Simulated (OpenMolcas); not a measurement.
A calculation on Ge.

```
Program             : OpenMolcas 26.06
Method              : SS-CASPT2, IPEA 0.25 Eh, imaginary shift 0.1 Eh (closed shells correlated: 3d)
Basis               : ANO-RCC-VQZP [7s6p4d2f1g]
Scalar Hamiltonian  : DKH2, point nucleus
Active space        : 4 electrons in 8 orbitals (4s 4p 5s 5p)
State averaging     : 2S+1 = 3 even, 3 roots; 2S+1 = 1 even, 6 roots; 2S+1 = 5 odd, 1 root; 2S+1 = 3 odd, 5 roots
Spin-orbit coupling : state interaction with AMFI integrals over the reference wave functions, term energies averaged over their components
```

Task: Which level of the active space comes out lowest?

Result: 4s2 4p2 3P0, with 100 % of that term; it is also the measured ground level.

Task: How high does 4s2 4p2 1S0 lie?

Result: 16900 cm-1 above the lowest level; measured 16367 cm-1 above the ground level, so the calculation is off by +3 %.

Task: How high does 4s2 4p2 3P2 lie?

Result: 1161 cm-1 above the lowest level; measured 1410 cm-1 above the ground level, so the calculation is off by -18 %.

Task: How high does 4s2 4p2 3P1 lie?

Result: 447 cm-1 above the lowest level; measured 557 cm-1 above the ground level, so the calculation is off by -20 %.

Measured values: NIST Handbook of Basic Atomic Spectroscopic Data.

Over all roots computed the reference weight is 0.87 to 0.95; the roots of lowest weight are the least certain, and an intruder state may touch them. Active for correlation alone: 5p 5s; no level in the range computed is led by a configuration that fills them, so any true level of that kind is missing. Measured partners are found by configuration, term and J. A level has none where our copy of the source lacks it or the pairing is in doubt (some pairs that miss far off the trend of their configuration count as doubtful), and it then counts in no deviation. Only configurations of the active space appear.
